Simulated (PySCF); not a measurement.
Input of a run (PBE0-D3(BJ)/def2-SVP geometry optimisation, gas phase (PySCF 2.14.0)), started from GFN2-xTB:
```
{"job": {"xc": "PBE0", "basis": "def2-SVP", "d3": "d3bj", "grid": 1, "shake": 0.01, "kind": "geom"}, "charge": 0, "multiplicity": 1}
C      1.805480    -0.004370     0.973990
C      0.703680    -0.045920     0.432820
Ge    -1.000900    -0.109530    -0.445160
Cl    -0.958250     1.331030    -1.961950
H      2.722630     0.062440     1.431790
H     -2.070480     0.212870     0.555030
H     -1.168210    -1.475620    -1.036440
```

Output (energies in Eh, forces in Eh/bohr):
```
step   0  E = -2614.21042486  max force = 0.062015
step   1  E = -2614.21311726  max force = 0.023870
step   2  E = -2614.21421383  max force = 0.009112
step   3  E = -2614.21484605  max force = 0.006202
step   4  E = -2614.21516235  max force = 0.003488
step   5  E = -2614.21533266  max force = 0.001724
step   6  E = -2614.21540149  max force = 0.001118
step   7  E = -2614.21541950  max force = 0.000596
step   8  E = -2614.21542521  max force = 0.000586
step   9  E = -2614.21542792  max force = 0.000628
step  10  E = -2614.21543069  max force = 0.000708
step  11  E = -2614.21543414  max force = 0.000335
optimisation converged
```

Problem. Summarise the run.

Solution. The energy falls by 13.2 kJ/mol over 12 energy and gradient evaluations, the largest force component goes from 0.0620 to 3.4e-04 Eh/bohr, and the atoms move by 0.035 Å rms after alignment. The bond that changes most is Ge3–Cl4 (ends: germanium bonded to C, Cl and 2 H; chlorine bonded to Ge), which lengthens by 0.065 Å. Bonds longer at the end by more than 0.005 Å: 4 of 6; shorter: 2. Among the angles that change most is Cl4–Ge3–H6, from 110.5° to 107.5°. The energy never rose by more than 1e-6 Eh on the way. The first step brought 54 % of the lowering.

Problem. What are the final bond lengths?

Solution. C1≡C2 1.216 Å, C2–Ge3 1.892 Å, Ge3–Cl4 2.158 Å, C1–H5 1.076 Å, Ge3–H6 1.531 Å, Ge3–H7 1.531 Å. Numbering counts from 1 in the input's order; the species is `C#[C][GeH2][Cl]`.

The run used 93 basis functions and 80 SCF cycles in all. The run took 37 s wall on one thread of an Arm Neoverse V1, shared host with 32 logical CPUs at a one-minute load of 26, and the process peaked at 0.38 GiB of memory.

Not checked by PBE0-D3(BJ)/def2-SVP frequencies.
